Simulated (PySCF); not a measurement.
Gas-phase reaction: GaH3 + Cl2 ⇌ GaHCl2 + 2 H

Method: PySCF energies (xtb for GFN2) plus ideal-gas RRHO corrections (1 bar). † marks an energy on the PBE0/def2-TZVP geometry and frequencies; other levels use their own. MP2 and CCSD(T) freeze the core. 6-31G* has spherical d functions here. Open shells (unrestricted): H (multiplicity 2); the rest are closed-shell singlets. GFN2 has no spin-polarisation term. B3LYP is the form with VWN-RPA correlation. Ga: all electrons, no relativistic terms. GaH3, GaHCl2: computed as isolated molecules; such fragments, hydroxides, amides, oligomers or adducts are transient or little studied in the gas. MP2 isn't extrapolated to the basis-set limit; its ΔH°(298 K) is -58.6 kJ in def2-SVP and -19.9 kJ in def2-TZVPP. CCSD(T) isn't extrapolated to the basis-set limit; its ΔH°(298 K) is -15.3 kJ in def2-SVP and 21.0 kJ in def2-TZVPP. The harmonic model lacks anharmonicity and excited electronic states, which grow with temperature; levels with a mode under 35 cm⁻¹ are left out.

```
level               ΔE electronic, kJ  ΔH°(298 K), kJ  ΔS°(298 K), J/K  ΔG°(1600 K), kJ
------------------  -----------------  --------------  ---------------  ---------------
B3LYP/def2-TZVP†                   68              47               88             -124
BLYP/def2-TZVP†                    77              56               88             -115
CCSD(T)/def2-SVP†                   6             -15               88             -186
GFN2-xTB                          113              97               90              -73
HF/6-31G*                         -84            -106               88             -277
MP2/def2-TZVPP†                     1             -20               88             -191
PBE/def2-TZVP†                     52              31               88             -140
PBE0/def2-QZVP†                    42              21               88             -150
ωB97X-V/def2-TZVP†                 46              25               88             -146
```
ΔH° is lowest at HF/6-31G* and highest at GFN2-xTB. No reference value is set beside these.
